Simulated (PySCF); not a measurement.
Computed shifts of a molecule GeH₇NOSi, PBE/pcSseg-1 run with PySCF, GIAO, gas phase, atoms alike by connectivity averaged where their shifts nearly agree, in ppm (number of nuclei): ²⁹Si: -34.9 (1). ¹⁵N: 44.2 (1). ¹H: 5.59 (3), 5.22 (2), 1.48 (2). References: ²⁹Si against TMS (σ = 335.4 ppm); ¹⁵N against NH3 (σ = 267.0 ppm); ¹⁷O against H2O (σ = 334.3 ppm); ⁷³Ge against GeH4 (σ = 1614.4 ppm); ¹H against TMS (σ = 31.49 ppm), references at their B3LYP-D3(BJ)/def2-TZVP geometries, non-relativistic. Geometry: PBE0-D3(BJ)/def2-SVP. Other conformers were not sampled.

Problem. Which structure fits?
A) [NH2][GeH2][O][SiH3]
B) N[SiH2][O][GeH3]
C) [NH2][Ge@H]([OH])[SiH3]
D) [NH2][GeH2][SiH2]O

Solution. B, N[SiH2][O][GeH3]
